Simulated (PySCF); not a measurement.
A PySCF script (with the pyscf-properties extension) for the NMR shieldings of `BN(B)B[SiH3]`, B3H8NSi, on a GFN2-xTB geometry:

```python
import basis_set_exchange as bse
import numpy as np
from pyscf import gto, dft
from pyscf.prop import nmr

atoms = """
B     1.394540   -1.760032   -0.188779
N     0.706274   -0.518580    0.022677
B     1.461547    0.689079    0.174604
B    -0.735275   -0.516028    0.085956
Si   -1.847894    1.098028   -0.037688
H     0.793374   -2.763318   -0.205240
H     2.551802   -1.761153   -0.355029
H     2.628695    0.652889    0.107380
H     0.915019    1.700991    0.390498
H    -1.245494   -1.570435    0.200001
H    -1.471640    2.051275   -1.095744
H    -3.263828    0.802685   -0.317455
H    -1.891507    1.895084    1.201089
"""
names = dict.fromkeys(["B", "N", "Si", "H"], "pcSseg-1")
basis = {el: gto.basis.parse(bse.get_basis(n, elements=[el], fmt="nwchem")) for el, n in names.items()}
mol = gto.M(atom=atoms, basis=basis, charge=0, verbose=0)
mf = dft.RKS(mol, xc="PBE0")
mf.grids.level = 2
mf.grids.alignment = dft.numint.BLKSIZE   # the property module wants whole blocks of grid points
mf.conv_tol = 1e-9
mf.kernel()

calc = nmr.RKS(mf)   # GIAO
C = mf.mo_coeff
Co = C[:, mf.mo_occ > 0]
resp = mf.gen_response(singlet=True, hermi=2)
def vind(x):   # induced exchange potential for any number of trial vectors
    d = np.einsum("pi,xij,qj->xpq", C, 2 * x.reshape(-1, C.shape[1], Co.shape[1]), Co, optimize=True)
    return np.einsum("xpq,pi,qj->xij", resp(d - d.transpose(0, 2, 1)), C, Co, optimize=True).ravel()
mo1, _ = nmr.rhf.solve_mo1(calc, with_cphf=vind)
sigma = calc.kernel(mo1)
for i, s in enumerate(sigma):   # ppm
    print("%2d %-2s %9.2f" % (i, mol.atom_pure_symbol(i), np.trace(s) / 3))
```

Problem. What does it print?

Solution. 
```
 0 B      36.03
 1 N      11.46
 2 B      38.10
 3 B      17.66
 4 Si    470.75
 5 H      25.52
 6 H      25.47
 7 H      25.40
 8 H      25.39
 9 H      23.93
10 H      28.30
11 H      28.12
12 H      27.97
```

These numbers come from an equivalent density-fitted implementation of the same equations, which agrees with the script to about 0.01 ppm for H and up to a few tenths of a ppm for heavy atoms, so last digits may differ.

Size and cost of the density-fitted run: 132 basis functions, 27 s wall time on 1 thread of an Arm Neoverse N1, shared host; peak memory 0.62 GiB.
